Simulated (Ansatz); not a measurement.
Br2Hg (SMILES [Br][Hg][Br]), singlet, geometry from GFN2-xTB (such geometries of metal compounds can be far from the true shape) (core potentials on Hg); SVWN5/def2-SV(P) run with Ansatz (an electronic-structure program).

Input for Ansatz:
Ansatz 0.2 input:
```yaml
crystal:
  periodic: [false, false, false]
  atoms:
    - {symbol: Hg, position_ang: [0.00000000, 0.00000000, 0.00000000]}
    - {symbol: Br, position_ang: [0.00000000, 0.00000000, 2.42322459]}
    - {symbol: Br, position_ang: [-0.00000000, -0.00000000, -2.42322459]}
basis:
  gaussian:
    orbitals: def2-SV_P_.json
hamiltonian:
  xc: {name: SVWN5}
```
The basis file holds def2-SV(P) in the JSON format of the Basis Set Exchange.

Output, abridged:

```
Functional definition: SVWN5
964 factors; their error is unknown
mean field evaluation 1: about -144052.9311 eV, gradient 3.3e1 eV
mean field evaluation 2: about -144046.3372 eV, gradient 5.8e1 eV
mean field evaluation 4: about -144055.5820 eV, gradient 1.5e0 eV
mean field evaluation 8: about -144055.5790 eV, gradient 4.1e-2 eV
mean field evaluation 16: about -144055.4586 eV, gradient 1.5e-5 eV
mean field -144055.45855610 eV, -5293.9404576398 hartree, gradient 1.5e-5 eV, S^2 0.000000; 0 other end points of the search recorded, 0 dependent functions left out
reference -144055.45858495 eV, -5293.9404587000 hartree; 45, 45 occupied and 44, 44 virtual orbitals, 964 factors
Total energy: -144055.45858495 eV, -5293.9404587000 hartree
```
